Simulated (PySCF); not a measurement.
Isomers of C9H8N2, one GFN2-xTB conformer each. Single-point energies are computed at PBE0/pcSseg-1 (PySCF, gas phase, no added dispersion term), electronic only.

```json
{"SMILES": "C#Cc1cnnc(C=C)c1C", "GFN2-xTB relative energy (kcal/mol)": "37.8"}
{"SMILES": "C/N=C/c1cccc(C#N)c1", "GFN2-xTB relative energy (kcal/mol)": "0.7"}
{"SMILES": "C=Nc1ccc(C)cc1C#N", "GFN2-xTB relative energy (kcal/mol)": "0.0"}
{"SMILES": "C=Nc1ccn(C2=CC2=C)c1", "GFN2-xTB relative energy (kcal/mol)": "48.0"}
```

Conformers: `[CH:1]#[C:2][c:3]1[cH:4][n:5][n:6][c:7]([CH:8]=[CH2:9])[c:10]1[CH3:11]` with N6–C7–C8–C9 0°; `[CH3:1]/[N:2]=[CH:3]/[c:4]1[cH:5][cH:6][cH:7][c:8]([C:9]#[N:10])[cH:11]1` with N2–C3–C4–C5 0°; `[CH2:1]=[N:2][c:3]1[cH:4][cH:5][c:6]([CH3:7])[cH:8][c:9]1[C:10]#[N:11]` with C1–N2–C3–C4 -133°; `[CH2:1]=[N:2][c:3]1[cH:4][cH:5][n:6]([C:7]2=[CH:8][C:9]2=[CH2:10])[cH:11]1` with C1–N2–C3–C4 152°, C5–N6–C7–C8 180°.

Task: What does PBE0/pcSseg-1 give for the same structures?

Result: 
```tsv
SMILES	PBE0/pcSseg-1 E (Eh)	PBE0/pcSseg-1 (kcal/mol)	GFN2-xTB (kcal/mol)	point group
C/N=C/c1cccc(C#N)c1	-456.64885	0.0	0.7	Cs
C=Nc1ccc(C)cc1C#N	-456.64113	4.8	0.0	C1
C#Cc1cnnc(C=C)c1C	-456.55021	61.9	37.8	Cs
C=Nc1ccn(C2=CC2=C)c1	-456.52238	79.4	48.0	C1
```

GFN2-xTB puts C=Nc1ccc(C)cc1C#N lowest instead; measured from each level's own lowest isomer, the values differ by up to 31.4 kcal/mol (C=Nc1ccn(C2=CC2=C)c1: 48.0 against 79.4). As drawn, the lowest has a C≡N group, which the highest lacks; the highest has a three-membered ring and a C=C bond outside aromatic rings, which the lowest lacks.

Task: Which frontier levels, dipoles and rotational constants go with these structures?

Result: 
```tsv
SMILES	HOMO (eV, PBE0/pcSseg-1)	LUMO (eV)	dipole (D)	A, B, C (MHz)
C/N=C/c1cccc(C#N)c1	-7.54	-1.97	4.20	2820, 570.2, 475.7
C=Nc1ccc(C)cc1C#N	-6.81	-1.66	3.93	2040, 880.5, 625.7
C#Cc1cnnc(C=C)c1C	-6.62	-2.02	4.15	2301, 836.9, 616.0
C=Nc1ccn(C2=CC2=C)c1	-5.90	-1.42	2.36	3718, 572.2, 498.0
```
